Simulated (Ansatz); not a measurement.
Isolated molecules relaxed with PBE0-D4/def2-TZVP in Ansatz; ΔE leaves out vibrations. CCSD(T)/CBS is the MP2 limit (def2-TZVPP, def2-QZVPP) plus CCSD(T) − MP2 in def2-TZVPP, frozen cores. This one scheme is used for every species. DFT in def2-TZVPP. HSE06 is defined as in plane-wave codes. One conformer a species, not always the lowest.

Reaction (cleavage of the Si–Si bond): `C[SiH2][SiH2]S` + CH₃OH → `CO[SiH2]C` + `[SiH3]S`

Is it downhill or uphill in electronic energy at CCSD(T)/CBS, and by how much? (An estimate is asked.)

The calculation gave: Downhill: ΔE = -90.2 kJ/mol.

What do these levels give: LDA (SPW92), r2SCANh-D4, r2SCAN0-D4, HSE06-D4, r2SCAN, CAM-B3LYP, HF/def2-SVP, MP2/def2-SVP, CCSD/def2-SVP, CCSD(T)/def2-SVP, MP2/def2-TZVPP, CCSD(T)/def2-TZVPP? (An estimate is asked.)

The calculation gave: LDA (SPW92) -74.1, r2SCANh-D4 -86.7, r2SCAN0-D4 -87.8, HSE06-D4 -72.7, r2SCAN -86.9, CAM-B3LYP -101.6, HF/def2-SVP -103.0, MP2/def2-SVP -91.2, CCSD/def2-SVP -87.7, CCSD(T)/def2-SVP -85.6, MP2/def2-TZVPP -97.7, CCSD(T)/def2-TZVPP -91.7 kJ/mol.

What do rigid-rotor, harmonic-oscillator terms from PBE0-D4/def2-TZVP frequencies (298.15 K, 1 bar) make of the CCSD(T)/CBS value? (Estimate.)

The calculation gave: ΔZPE = -5.0 kJ/mol, ΔH = -96.6 kJ/mol, ΔS = -2 J/(mol·K), ΔG = -96.0 kJ/mol.

Largest T1 diagnostic among the species: 0.011.

The D4 term adds +4.4 kJ/mol with B3LYP and +2.7 kJ/mol with PBE0; it sums over pairs of atoms, weighted by their polarisabilities, and B3LYP, whose exchange is more repulsive, gets the larger term. Leaving LDA and LC-ωPBE aside and taking each functional with its dispersion term where it has one, the values, not all of them listed here, spread over 31.5 kJ/mol, from CAM-B3LYP-D4 to PBE-D4. LDA lies −4.5 kJ/mol from PBE without D4.

B3LYP here is the variant with VWN-RPA as its local correlation; programs differ in this.
